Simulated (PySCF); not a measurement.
SMILES [SiH2]([GeH3])[SiH2]C at its PBE0/def2-SVP optimised geometry (Å):

```
14

Si    -0.8242     1.3716     0.0000
C      1.0615     1.3716     0.0000
Si    -1.6726     0.2315     1.8717
Ge    -0.9519    -2.0447     1.8861
H     -1.3439     2.7768     0.0000
H     -1.3440     0.6961    -1.2324
H      1.4524     1.8735     0.8983
H      1.4567     0.3443    -0.0175
H      1.4479     1.9017    -0.8842
H     -1.1970     0.8890     3.1324
H     -3.1702     0.2635     1.8726
H     -1.4745    -2.7941     3.1268
H      0.5886    -2.1198     1.8931
H     -1.4567    -2.7768     0.6272
```

Method: PBE0/def2-TZVP (PySCF).

Map of the HOMO amplitude (bohr^(-3/2)) on the plane z = 1.0 Å; orbital energy -7.74 eV, overall sign arbitrary:

```
|222222222222222222222222222|
|222222222222222222222222222|
|222222222222222222222222222|
|222222222222222222222222222|
|222222222222222222222222222|
|222222222222222222222222222|
|222222222222222222222222222|
|222223333333222222222222222|
|222233344554332222222222222|
|222233456776532212222222222|
|222233467998642222222222222|
|222233468998643222222222222|
|222233457886533222222222222|
|222222334554332222222222222|
|222222222222222222222222222|
|222222111001122222222222222|
|222222110000112222222222222|
|222222110000122222222222222|
|222222211111223332222222222|
|222222222233333332222222222|
|222222233444433332222222222|
|222222233444433332222222222|
|222222333343333332222222222|
|222222233333333322222222222|
|222222233333333222222222222|
|222222222333322222222222222|
|222222222222222222222222222|
```
Scale: ten equal steps from -0.055 (start of '0') to 0.145 (end of '9'), in the order '0123456789'; x runs from -5.00 to 5.00, y from -5.00 (bottom) to 5.00 (top).
